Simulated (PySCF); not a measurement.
C₃H₇BO₂, SMILES C(C=C)B(O)O (B3LYP/def2-SVP optimised geometry):

```
13

B      1.264    -0.477     0.000
C      0.489     0.918     0.000
C     -0.889     0.813    -0.586
C     -2.023     0.610     0.099
H      1.098     1.670    -0.528
H      0.436     1.243     1.057
H     -0.948     0.850    -1.682
H     -2.034     0.575     1.194
H     -2.986     0.498    -0.408
O      2.626    -0.477     0.000
H      2.986    -1.374     0.035
O      0.603    -1.670     0.030
H     -0.358    -1.547     0.008
```

Computed with B3LYP/def2-TZVP in PySCF.

Q: What are the frontier orbital energies and the dipole moment?

A: HOMO-2 -9.34 eV, HOMO-1 -8.98 eV, HOMO -7.25 eV, LUMO -0.26 eV, LUMO+1 0.52 eV; dipole moment 0.89 D.

Meta-Löwdin charges at B3LYP/def2-TZVP: B1 0.47, C2 -0.34, C3 -0.08, C4 -0.29, H5 0.13, H6 0.13, H7 0.11, H8 0.11, H9 0.12, O10 -0.52, H11 0.35, O12 -0.53, H13 0.35.
